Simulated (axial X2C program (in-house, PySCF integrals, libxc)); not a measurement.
Br₂: from the spin-free to the two-component result

Computed with an in-house all-electron X2C program for linear molecules (integrals from PySCF). Spin-free means the one-electron spin-free X2C Hamiltonian; two-component (2c) means X2C with spin–orbit coupling and atomic mean-field two-electron Coulomb and Gaunt terms, so the difference of the two also holds small scalar two-electron terms. Basis: Br dyall-cv3z [8s9p6d4f1g] (cores contracted in-house); Gaussian nuclei, density fitting, unrestricted open shells. Masses: Br 78.918 u.

Spin-free state: M_S = 0, Λ = 0 (closed shell); fragments Br + Br.

```
  level  Re (Å)  ωe (cm⁻¹)  De (eV)
   PBE0   2.277      336.5    2.248
     HF   2.270      354.6    0.650
    MP2   2.279      338.2    2.143
   CCSD   2.295      326.8    1.881
CCSD(T)   2.303      318.5    2.014
 r2SCAN   2.291      325.3    2.289
```

Correlated methods: 14 electrons correlated (number of frozen shells: Br 3 s, 2 p, 1 d), 226 virtual spin orbitals or spinors in MP2, 90 natural virtuals in coupled cluster.

Two-component determinant lowest at the distance of the search:

Ω = 0 (closed shell); fragments Br + Br.

```
  level  Re (Å)  ωe (cm⁻¹)  De (eV)
   PBE0   2.281      333.3    2.056
     HF   2.274      352.2    0.339
    MP2   2.283      335.7    1.871
   CCSD   2.298      324.1    1.605
CCSD(T)   2.306      315.6    1.741
 r2SCAN   2.294      322.3      n/a
```

**Question.** From the two tables, how do the constants change at the CCSD(T) level (2c against spin-free)?

**Answer.** At the CCSD(T) level Re rises by 0.003 Å and ωe decreases by 2.9 cm⁻¹; De changes by -0.273 eV.

One determinant describes the state; a PBE0 search over occupations chose it and may have missed a lower one. The closed shell is kept restricted, so the energy runs too high when the bond is stretched far. Dissociation energies refer to the lowest single-determinant-based atoms at the same level and basis. De is not given where an atomic determinant may have missed its ground term or J level, or where the truncated virtual space spoils (T). Coupled cluster ran in a truncated set of natural virtual spinors; the MP2 energy of the rest was added. (T) has no such correction and the atoms are truncated less, which lowers De at CCSD(T) by a hundredth of an eV or more. Without a current term, density functionals place determinants with orbital angular momentum somewhat too high.
